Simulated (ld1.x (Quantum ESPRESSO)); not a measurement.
# What one change does to a pseudopotential (W, TM)

| Property | Result |
| --- | --- |
| Element | tungsten (W) |
| Generator | ld1.x (Quantum ESPRESSO) 7.5 |
| Type | norm-conserving Troullier–Martins (Kleinman–Bylander form) |
| Functional | PBE |
| Relativity | scalar-relativistic |
| Frozen core | [Xe] 4f14 |
| Valence charge | 6 |
| Reference configuration | 5d4 6s2 6p0 |
| Partial waves | 6s (bound): rc 2.70 bohr; 6p (bound, empty): rc 2.55 bohr; 5d (bound): rc 2.70 bohr |
| Local potential | all-electron potential smoothed inside 1.90 bohr (lloc = -1) |
| Core correction | a·sin(br)/r model core inside 2.65 bohr |

All-electron outer shells of the reference configuration (PBE, scalar-relativistic, ld1.x):

```json
{"shell": "5p", "level (eV)": "-43.20", "outermost node (bohr)": "0.57", "outermost maximum (bohr)": "1.09"}
{"shell": "4f", "level (eV)": "-33.21", "outermost node (bohr)": "–", "outermost maximum (bohr)": "0.43"}
{"shell": "6s", "level (eV)": "-5.71", "outermost node (bohr)": "1.28", "outermost maximum (bohr)": "2.67"}
{"shell": "5d", "level (eV)": "-4.48", "outermost node (bohr)": "0.63", "outermost maximum (bohr)": "1.49"}
{"shell": "6p", "level (eV)": "-1.36", "outermost node (bohr)": "1.54", "outermost maximum (bohr)": "3.75"}
```

Change: wave 6s (bound): rc 2.70 bohr becomes 6s (bound): rc 3.54 bohr.

Cutoffs: the cutoffs (Ry, on a coarse ladder) from which the occupation-weighted sum of valence levels, in a spherical-Bessel basis at the reference potential, stays within 10 and 1 mRy of its value at 400 Ry; they do not see the model core or the augmentation charge, which bear on the density cutoff. Errors are all-electron minus pseudo energies relative to the spin-unpolarised reference configuration.

Problem. What does the change do?

Solution. The potential gets neither clearly harder nor softer (25 Ry and 30 Ry → 25 Ry and 30 Ry); both files keep a bound ghost (p, s); of the 6 tests that both files solve, the error grows in 5 and shrinks in 0 by more than 15 % and 0.3 meV (median size 12.4 → 33.1 meV). More of the atom is replaced by a form fitted at one configuration, so other configurations suffer.

```csv
quantity,base,changed
"cutoff, loose",25 Ry,25 Ry
"cutoff, tight",30 Ry,30 Ry
loose cutoff by channel (10 mRy a level),"s 6 Ry, d 21 Ry","s 8 Ry, d 21 Ry"
bound ghosts,"s, p","s, p"
"tests counted (converged, no solver errors)",6 of 7,6 of 7
"error for 5d4 6s1 6p0, meV [ΔE 8.88 eV]",-4.2,-5.3
"error for 5d4 6s0 6p0, meV [ΔE 24.56 eV]",+0.9,-31
"error for 5d3 6s0 6p0, meV [ΔE 49.94 eV]",-27,-195
"error for 5d5 6s0 6p0, meV [ΔE 9.69 eV]",-24,+35
"error for 5d4 6s1.5 6p0, meV [ΔE 3.63 eV]",-1.6,-1.4
"error for 5d4 6s0 6p2, meV [ΔE 9.26 eV]",-21,-60
```

Base: Tests not counted: 5d3 6s2 6p1 (solver errors, printed error -195 eV). Changed file: Tests not counted: 5d3 6s2 6p1 (solver errors, printed error -2.4 eV). These tests converged, but a pseudo level misses the all-electron one widely, so the file describes the atom poorly there or has found another state: 5d4 6s0 6p0: empty 6p by 2.2 eV (a node warning on the way). A true bound ghost makes a file unfit for plane-wave use even where its test errors are small: the radial tests pick states by their node count and pass the ghost by. Where a test does run into it, the solver fails or the error is huge.
